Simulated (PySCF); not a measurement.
## How methods differ on the ionisation energy of As

As [Ar] 3d10 4s2 4p3 (4S) → As+ [Ar] 3d10 4s2 4p2 (3P), as a difference of total energies. All numbers are calculated (PySCF 2.14, no relativity, point nucleus, in pcseg-2 (6s5p3d1f, 43 functions)). Correlated levels: valence: [Ar] 3d10 frozen. The calculations carry no spin-orbit coupling.

```tsv
method	ionisation energy (eV)	difference from reference (eV)
UHF	9.453	-0.555
MN15	9.993	-0.015
BP86	10.005	-0.003
MP2 (valence)	9.925	-0.083
SCS-MP2 (valence)	9.781	-0.227
CCSD (valence)	9.891	-0.117
CCSD(T) (valence)	9.922	-0.086
```

Reference: 10.008 eV (measured; NIST levels, between the centres of gravity of the two terms).

These non-relativistic numbers lack the scalar-relativistic shift.

Errors of the correlated levels include the incompleteness of this basis and the frozen core.
